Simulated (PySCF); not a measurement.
Si(Cl)(Br)2(OH) (Br2ClHOSi), SMILES O[Si](Cl)(Br)Br. Atoms are numbered in the order given.

```xyz
6

O     -1.6273    -0.7046    -1.1161
Si    -0.4514    -0.3240    -0.0414
Cl    -0.6851    -1.3714     1.7039
Br     1.4524    -0.8568    -0.9801
Br    -0.4948     1.8271     0.4494
H     -2.5337    -0.4742    -0.8838
```

Geometry: PBE0-D3(BJ)/def2-SVP. This is a generated structure with no PubChem entry under its InChIKey; it may be hypothetical. One conformer was computed; it need not be the lowest.

Level of theory: PBE/pcSseg-1 (PySCF).

GIAO shieldings, no solvent; atoms alike by connectivity are averaged. δ = σ(ref) − σ: ¹⁷O against H2O (σ = 334.3 ppm); ²⁹Si against TMS (σ = 335.4 ppm); ³⁵Cl against HCl (σ = 936.5 ppm); ¹H against TMS (σ = 31.49 ppm), references at their B3LYP-D3(BJ)/def2-TZVP geometries, non-relativistic (without spin–orbit terms, shifts of atoms bonded to Cl or Br come out too high).

```json
[
 {"atoms": "O1", "nucleus": "¹⁷O", "count": "1", "δ (ppm)": "(withheld)"},
 {"atoms": "Si2", "nucleus": "²⁹Si", "count": "1", "δ (ppm)": "15.0"},
 {"atoms": "Cl3", "nucleus": "³⁵Cl", "count": "1", "δ (ppm)": "235.3"},
 {"atoms": "H6", "nucleus": "¹H", "count": "1", "δ (ppm)": "(withheld)"}
]
```

**Question.** Some entries are withheld; supply them. (The exact figures need the calculation; the answer reports its results.)

**Answer.** 
- H6, δ (ppm): 3.24
- O1, δ (ppm): 131.9
